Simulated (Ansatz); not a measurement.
Two members of one family (Series InH2X), computed with Ansatz in the gas phase; def2 core potentials for In, no spin–orbit coupling. The two geometries come from different levels. Binding counts from free atoms in the multiplicity of their measured ground term, without zero-point energy. A dash marks a value that wasn't run or was left out as unsound. The structures are stationary points that may keep the symmetry of their start. Remarks come from the PBE and PBE0 runs and from stability tests at other levels; not every state was tested. HOMO above LUMO (over both spins in singlets and doublets, within one spin in higher multiplets; at PBE or PBE0), or a gap under 0.15 eV within one spin, warns that the state may not be the lowest or that an electron is smeared out.

First: InH2Et (singlet, charge 0, PBE-D4/def2-SVP geometry).

```xyz
10

In    1.712   -0.025   -0.588
H     2.367    1.476   -1.224
H     2.826   -1.243    0.012
C    -0.466   -0.337   -0.484
C    -1.087    0.239    0.796
H    -0.655   -1.428   -0.558
H    -0.914    0.135   -1.384
H    -2.187    0.077    0.828
H    -0.671   -0.229    1.714
H    -0.926    1.335    0.887
```

| level | HOMO (eV) | LUMO (eV) | gap (eV) | vertical IE (eV) | vertical triplet (eV) | binding per atom (eV) |
| --- | --- | --- | --- | --- | --- | --- |
| PBE-D4/def2-SVP | -5.89 | -2.29 | 3.60 | – | – | 3.34 |
| PBE-D4/def2-TZVP | -5.94 | -2.34 | 3.60 | 8.87 | 3.69 | 3.33 |
| revPBE-D4/def2-TZVP | -5.89 | -2.22 | 3.67 | – | – | 3.27 |
| r2SCAN-D4/def2-TZVP | -6.14 | -2.04 | 4.10 | 8.86 | 3.63 | 3.31 |
| PBE0-D4/def2-TZVP | -7.04 | -1.61 | 5.43 | 9.00 | 3.85 | 3.31 |

Remarks: gap within one spin near zero at PBE or PBE0 (triplet).

Second: InH2(CH2SiH3) (singlet, charge 0, B3LYP-D4/def2-SVP geometry).

```tsv
atom	x (Å)	y (Å)	z (Å)
In1	-1.7134	0.9119	0.0076
H2	-2.1493	1.7994	-1.4246
H3	-2.3693	1.3186	1.5676
C4	-0.2987	-0.7550	-0.1561
Si5	1.4965	-0.2583	0.0855
H6	-0.5737	-1.5063	0.6032
H7	-0.4221	-1.2065	-1.1544
H8	1.8992	0.7610	-0.9323
H9	1.6933	0.3512	1.4373
H10	2.4375	-1.4161	-0.0338
```

Task: What does the change do? Estimate second minus first.

Result: 
| level | Δ HOMO (eV) | Δ LUMO (eV) | Δ gap (eV) | Δ vertical IE (eV) | Δ vertical triplet (eV) | Δ binding per atom (eV) |
| --- | --- | --- | --- | --- | --- | --- |
| PBE-D4/def2-SVP | -0.52 | -0.15 | 0.37 | – | – | -0.40 |
| PBE-D4/def2-TZVP | -0.51 | -0.15 | 0.37 | 0.36 | – | -0.38 |
| revPBE-D4/def2-TZVP | -0.51 | -0.14 | 0.37 | – | – | -0.36 |
| r2SCAN-D4/def2-TZVP | -0.54 | -0.16 | 0.38 | 0.40 | 0.37 | -0.34 |
| PBE0-D4/def2-TZVP | -0.52 | -0.15 | 0.37 | 0.41 | 0.36 | -0.36 |

Remarks: gap within one spin near zero at PBE or PBE0 (triplet), HOMO above LUMO (triplet).
